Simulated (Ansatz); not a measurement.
Geometry optimisation, RKS B3LYP-D4/def2-SVP (Ansatz 0.2.0).

input.yaml

```yaml
crystal:
  periodic: [false, false, false]
  atoms:
    - { symbol: Li, position_ang: [-1.2731, 2.4404, 0.09706] }
    - { symbol: "N", position_ang: [-0.21811, 1.26626, -0.60065] }
    - { symbol: C, position_ang: [-0.3197, 0.19003, 0.26681] }
    - { symbol: Si, position_ang: [0.68624, -1.26963, 0.27395] }
    - { symbol: H, position_ang: [0.39459, 1.00308, -1.36356] }
    - { symbol: H, position_ang: [1.22206, -0.29831, 1.19212] }
    - { symbol: H, position_ang: [1.39908, -1.64363, -0.93702] }
    - { symbol: H, position_ang: [0.28226, -2.37978, 1.11969] }
basis:
  gaussian: { orbitals: def2-SVP }
hamiltonian:
  xc: b3lyp
  dispersion: d4
relax:
  f_tol: 0.02
  max_steps: 50
```

Command:

```bash
$ ansatz run input.yaml --threads 1 --pin off --max-ram 2048MiB --backend cpu --events-out ev --progress --plain --runs-dir out
```

**Question.** Where does it end, and by what steps?

**Answer.** It converged. After 8 steps the energy has fallen by 1.863 eV; H6 moved furthest, 0.82 Å.

```
step  energy less start (eV)  largest force component (eV/Å)  accepted
   0                  0.0000                           4.182       yes
   1                 -0.9607                           3.191       yes
   2                 -1.5567                           0.747       yes
   3                 -1.7225                           0.802       yes
   4                 -1.8350                           0.345       yes
   5                 -1.8558                           0.248       yes
   6                 -1.8620                           0.063       yes
   7                 -1.8629                           0.027       yes
   8                 -1.8630                           0.016       yes
```

```xyz
8
Properties=species:S:1:pos:R:3
Li -1.394 2.079 0.286
N -0.338 1.210 -0.877
C -0.266 0.540 0.237
Si 0.775 -1.016 0.458
H 0.204 0.875 -1.693
H 1.773 -0.794 1.549
H 1.526 -1.436 -0.783
H -0.107 -2.150 0.871
```

Whether the end is a true minimum wasn't checked by a vibrational analysis.

The run took 26 s on 1 thread of Arm Neoverse V2 (shared host), peak memory 0.15 GiB.
